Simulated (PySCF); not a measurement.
## NMR problem set

PySCF calculation with PBE0/pcSseg-1 with gauge-including orbitals and geometry from GFN2-xTB; non-relativistic, in vacuum, averaged over atoms made equivalent by symmetry, fast rotation or ring inversion, a single conformation.

References, each an isolated molecule treated in the same way: 1H and 13C vs TMS. Where no couplings were computed, multiplicities follow the n + 1 count of equivalent neighbours, and m marks all less simple cases (inequivalent or close neighbours, rings, F or P nearby). Shifts are as computed. Against solution values, carbons near 30 ppm lie about +3 ppm off and those near 130 ppm about +5 ppm; carbons on Cl a further +6 ppm (rms about the fit 2.1 ppm; single classes can miss by 10 ppm). Of 1328 compounds with measured shifts, 309 miss one by over three times the rms of a fit or turn the order of signals round; such compounds aren't used in these exercises. Signals without a measured value on file couldn't be tested in this way; 1H shifts scatter by 0.2 ppm about their fit, and single ones miss by 0.5 ppm. Carbons bonded to Cl come out too deshielded.

Q: C$_{4}$Cl$_{2}$O$_{3}$. 13C{1H} NMR (computed): δ 163.5, 148.5. Give a structure.

A: dichloromaleic anhydride. Rings plus π bonds: 4 (1 ring in the answer). 2 carbon signals for 4 carbons: some carbons are equivalent by symmetry or fast rotation. Carbon types of the structure: 4 × C. δC 163.5: anhydride carbonyl carbon; it is a carbonyl in resonance with an O or N lone pair, the region of acids, esters and amides. δC 148.5: β carbon of a C=C–C=O unit; conjugation with the carbonyl draws π density from the β position.

This is the structure that produced the data.

Q: C$_{8}$H$_{10}$. 1H NMR (400 MHz, computed): δ 6.57 (d, 1H), 6.27 (d, 1H), 5.90 (s, 1H), 2.19 (s, 3H), 1.41 (m, 2H), 1.40 (m, 2H). 13C{1H} NMR (computed): δ 149.0 (CH), 147.3 (C), 141.4 (CH), 139.3 (CH), 40.5 (C), 18.4 (CH3), 14.6 (CH2). Give a structure.

A: `CC1=CC2(C=C1)CC2`. Rings plus π bonds: 4 (2 rings in the answer). 7 carbon signals for 8 carbons: some carbons are equivalent by symmetry or fast rotation. Carbon types of the structure: 2 × C, 3 × CH, 2 × CH2, 1 × CH3, which accounts for all hydrogens. δC 149.0, 141.4, 139.3: alkene CH; the olefinic region. δC 147.3: fully substituted alkene carbon; the olefinic region. δC 18.4: allylic methyl carbon; saturated and bonded to C and H only. δH 1.41, 1.40: hydrogen on a three-membered-ring carbon; cyclopropane-type protons are shielded by the ring.

This is the structure that produced the data.
